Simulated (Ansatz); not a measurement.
Abridged output of a molecular run in Ansatz:

```
Functional definition: HF
  name "HF"
  cite "Fock, Z. Phys. 61, 126 (1930) doi:10.1007/BF01340294"
  parent pbe
  exchange = exact_x
  correlation = 0
1304 factors; integrals over basis functions are off by at most 1.3e-3 eV
mean field evaluation 1: about -14991.4131 eV, gradient 4.5e1 eV
mean field evaluation 2: about -14991.6085 eV, gradient 4.5e1 eV
mean field evaluation 4: about -14995.9583 eV, gradient 4.2e0 eV
mean field evaluation 8: about -14996.0167 eV, gradient 2.0e-1 eV
mean field -14996.01685159 eV, -551.0934546305 hartree, gradient 1.9e-6 eV, S^2 0.000000; 0 other end points of the search recorded, 0 dependent functions left out; unrestricted orbitals would lower it
8 core orbitals not correlated: weight in the atoms' cores, before any rotation towards them, 1.000 or more for the frozen orbitals, at most 0.000 for the correlated occupied ones
reference -14996.01685159 eV, -551.0934546305 hartree; 24, 24 occupied and 100, 100 virtual orbitals, 1304 factors
second order -34.12084709 eV of doubles, -0.00000000 eV of singles
cycle   1  -34.40351747 eV  change   -2.8e-1 eV  update   1.2e-1
cycle   2  -35.14668144 eV  change   -7.4e-1 eV  update   3.6e-2
cycle   3  -35.34523918 eV  change   -2.0e-1 eV  update   1.8e-2
cycle   4  -35.33747162 eV  change    7.8e-3 eV  update   3.9e-3
cycle   5  -35.33592700 eV  change    1.5e-3 eV  update   1.7e-3
cycle   6  -35.33694012 eV  change   -1.0e-3 eV  update   4.5e-4
cycle   7  -35.33682251 eV  change    1.2e-4 eV  update   1.7e-4
cycle   8  -35.33669562 eV  change    1.3e-4 eV  update   5.0e-5
cycle   9  -35.33670424 eV  change   -8.6e-6 eV  update   2.1e-5
perturbative correction -0.85671161 eV, -0.0314835709 hartree
Total energy: -15032.21026744 eV, -552.4235381303 hartree
```

Its atoms:

```xyz
12

F     1.2909   -2.0704    1.4069
C     0.8000   -0.8574    1.0502
F    -0.3031   -0.6262    1.8120
C     0.4478   -0.8781   -0.4054
C    -0.2831    0.0341   -1.0269
C    -0.8767    1.2497   -0.3838
F     0.0554    1.9097    0.3555
F    -1.3037    2.1008   -1.3497
H     1.5458   -0.1006    1.3105
H     0.8492   -1.7207   -0.9574
H    -0.4988   -0.0709   -2.0844
H    -1.7238    1.0300    0.2724
```

**Question.** Which basis set was used?
A. def2-SVP
B. def2-TZVPP
C. cc-pV(T+d)Z
D. def2-QZVPP

**Answer.** A. It gives 132 functions.

**Question.** Write the keys of the input that set method, charge and spin (a neutral closed shell needs none for the last two).

**Answer.** 
```yaml
correlation: {method: ccsd_t}
```
